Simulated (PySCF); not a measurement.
NICS in isomers of [C5H4FN2]-.

NICS is the negative of the GIAO shielding at a point without a nucleus: at the ring centre (0) and 1 Å above and below it (1); zz is the component along the ring normal. Level: GIAO PBE0/pcSseg-1 (PySCF, non-relativistic, gas phase) on the GFN2-xTB geometries, one conformer each. Atom numbers follow the mapped SMILES.

Question: Order these rings by mean NICS(1)zz, lowest (most negative) first (ppm).
A. ring C3–C4–N5–C6–C8 in `[CH2:1]=[N:2][c:3]1[cH:4][n-:5][c:6]([F:7])[cH:8]1` (charge -1)
B. ring C3–N4–C5–N6–C7 in `[CH2:1]=[CH:2][c:3]1[n-:4][cH:5][n:6][c:7]1[F:8]` (charge -1)
C. ring C4–C5–N6–C7–N8 in `[F:1]/[CH:2]=[CH:3]\[c:4]1[cH:5][n:6][cH:7][n-:8]1` (charge -1)

Answer: C (-31.4), B (-26.8), A (-22.8).

| SMILES | ring | NICS(0) | NICS(1) | NICS(1)zz | HOMA | rms pucker (Å) | ring atoms with four or more neighbours |
| --- | --- | --- | --- | --- | --- | --- | --- |
| F/C=C\c1cnc[n-]1 | 5-membered ring with 2 N; formal bonds all aromatic | -11.3 | -11.7 | -31.4 | 0.95 | 0.00 | 0 |
| C=Cc1[n-]cnc1F | 5-membered ring with 2 N; formal bonds all aromatic | -11.7 | -10.5 | -26.8 | 0.96 | 0.00 | 0 |
| C=Nc1c[n-]c(F)c1 | 5-membered ring with N; formal bonds all aromatic | -11.5 | -9.2 | -22.8 | 0.87 | 0.00 | 0 |

NICS(0) gives another order. The isotropic NICS(1) gives the same order. HOMA uses Krygowski's 1993 parameters. NICS(1) and NICS(1)zz are means over the two faces.
